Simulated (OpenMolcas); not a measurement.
Nb II: the spin-orbit constant, worked from levels

```yaml
Program: OpenMolcas 26.06
Basis: ANO-RCC-VQZP [8s7p5d3f2g1h]
Scalar_Hamiltonian: X2C, point nucleus
Active_space: 4 electrons in 6 orbitals (4d 5s)
State_averaging: 2S+1 = 5 even, 15 roots; 2S+1 = 3 even, 97 roots (56 in the spin-orbit step); 2S+1 = 1 even, 79 roots (27 in the spin-orbit step)
Spin-orbit_coupling: RASSI with atomic mean-field integrals over the reference wave functions, term energies averaged over their components
```

Methods: CASSCF; MS-CASPT2, IPEA 0.25 Eh, imaginary shift 0.1 Eh (closed shells correlated: 4s 4p). Measured levels: NIST Handbook of Basic Atomic Spectroscopic Data.

**The spin-orbit constant.** For the Hund term ⁵D of d4, E(J) = (A/2) J(J+1) + constant and ζ = 2S·A = 4A. From J = 0 to J = 4 the energy changes by 10 A.

| Source | E(4) - E(0) | A | ζ |
| --- | --- | --- | --- |
| CASSCF | 1269.8 | 127.0 | 508 |
| MS-CASPT2 | 1283.1 | 128.3 | 513 |
| measured | 1224.8 | 122.5 | 490 |

All in cm-1. MS-CASPT2 is off by +4.8 % and CASSCF by +3.7 %. Both methods take the spin-orbit matrix elements from the reference wave functions, so the second can move ζ only through the term energies and any multistate remixing. Second-order mixing with other terms is absorbed into this ζ.

Some high roots are left out of the spin-orbit mixing, which shifts the levels that they would mix with. Configurations are named by rounded mean occupations; where the s occupation lies near a half they are strongly mixed, a name can repeat and a true partner stay unpaired. Without dynamic correlation excited terms often stand tens of per cent too high (terms of higher spin than the ground term too low), and those without a measured partner can miss by more than the paired ones (holds for CASSCF). The lowest computed level is not the ground level that NIST lists (5D0) (holds for CASSCF). The lowest spin-free term belongs to 4d⁴, not to the configuration of the lowest level (holds for CASSCF). Measured partners are found by configuration, term and J. A level has none where our copy of the source lacks it or the pairing is in doubt (some pairs that miss far off the trend of their configuration count as doubtful), and it then counts in no deviation. Only configurations of the active space appear.
